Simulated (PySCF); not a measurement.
Geometry:
```csv
atom,x (Å),y (Å),z (Å)
Se1,0.010,0.026,-1.265
C2,1.368,0.008,-0.026
N3,2.282,-0.002,0.689
C4,-1.367,-0.006,-0.048
N5,-2.293,-0.026,0.651
```

Geometry: PBE0-D3(BJ)/def2-SVP; GIAO absolute shieldings from PySCF 2.14.0 with density-fitted response routines, gas phase, non-relativistic, averaged over equivalent atoms.

At PBE0/pcSseg-1 (109 basis functions, 5.7 s wall time on 1 thread of an Arm Neoverse V2, shared host):
```tsv
atoms	σ (ppm)
Se1	1542.5
C2/C4	78.8
N3/N5	-111.7
```

Predict the values at KT2/pcSseg-1 on the same geometry.

Answers


```csv
atoms,σ at KT2/pcSseg-1,change
Se1,1510.4,-32.1
C2/C4,93.2,+14.4
N3/N5,-91.6,+20.1
```

The largest change is at Se1 (selenium bonded to 2 C). Cost: 109 basis functions, 6.5 s wall time on 1 thread of an Arm Neoverse V2, shared host.

Relativistic effects, spin–orbit coupling among them, are left out; they matter for Se and for the light atoms bonded to it.
